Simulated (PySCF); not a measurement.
# Reading the logs of faulty runs: B2H5N2 cation

All numbers below are calculated, not measured. They come from PySCF 2.14.0, an open-source quantum chemistry program, on an isolated molecule that a program drew, which may never have been made. The molecule is B2H5N2 cation (charge +1, singlet), drawn as the SMILES string `[BH+]NBN`.

Each row is a Hartree-Fock (HF) and frozen-core CCSD(T) single point in the cc-pVDZ basis, meant for a local HF minimum. Run 1 is clean. Each other run has one planted mistake out of seven kinds, and not every kind appears here: one electron removed, one electron added, multiplicity raised by two, geometry at a saddle point, minimal basis STO-3G, one bond length entered in bohr, all coordinates scaled. The reference is restricted for singlets and unrestricted otherwise, and also for a bond in bohr. Adding or removing an electron swaps singlet and doublet. Electrons count all cores. HOMO and LUMO are orbital energies over both spins, the gradient is its largest component, and the lowest frequency (negative if imaginary) is given only where the gradient is small. Bond lengths are over the 8 bonds as drawn. T1 is the CCSD diagnostic: over 0.02 (restricted) or 0.045 (unrestricted) a single reference is doubtful.

Geometry of the clean run:
```xyz
9
B2H5N2 cation, angstrom
B    -2.1924    1.3471   -0.5928
N    -1.4897    0.4163   -1.1788
B    -0.2978   -0.3813   -0.6236
N    -0.2007   -0.6302    0.7195
H    -2.8083    2.1792   -0.0480
H    -1.6518    0.2733   -2.1689
H     0.4927   -0.7272   -1.4347
H    -0.8909   -0.4425    1.4186
H     0.5933   -1.1218    1.0829
```

| run | electrons | basis functions | <S^2> | HOMO (eV) | LUMO (eV) | gradient (hartree/bohr) | lowest frequency (cm^-1) | mean bond (Å) | longest bond (Å) | T1 | HF (hartree) | CCSD(T) (hartree) | mistake |
|---|---|---|---|---|---|---|---|---|---|---|---|---|---|
| 1 | 28 | 81 | 0.000 | -16.72 | -3.93 | 2.2e-05 | 110 | 1.1978 | 1.538 | 0.0164 | -161.02339 | -161.55259 | no fault |
| 2 | 28 | 81 | 1.022 | -15.58 | -5.50 | 1.7e-02 | - | 1.3429 | 2.466 | 0.0319 | -160.79180 | -161.29520 | one bond length entered in bohr |
| 3 | 29 | 81 | 0.768 | -5.89 | 3.75 | 7.3e-02 | - | 1.1978 | 1.538 | 0.0156 | -161.20235 | -161.74531 | one electron added |
| 4 | 28 | 81 | 2.032 | -11.06 | -7.67 | 1.6e-01 | - | 1.1978 | 1.538 | 0.0639 | -160.85687 | -161.36685 | multiplicity raised by two |
| 5 | 27 | 81 | 0.758 | -24.82 | -12.86 | 1.5e-01 | - | 1.1978 | 1.538 | 0.0204 | -160.49024 | -160.96603 | ? |

**Which mistake was planted in run 5, and what did it cost?**

It counts 27 electrons, one fewer than the clean run, at the same geometry and basis. So the mistake is: one electron removed. Subtracting run 1 and multiplying by 627.51 kcal/mol a hartree, the energy moved by 334.6 kcal/mol in HF and 368.1 kcal/mol in CCSD(T).

Cautions from the logs. Run 4: T1 is over the limit, so its CCSD(T) energy is less reliable.
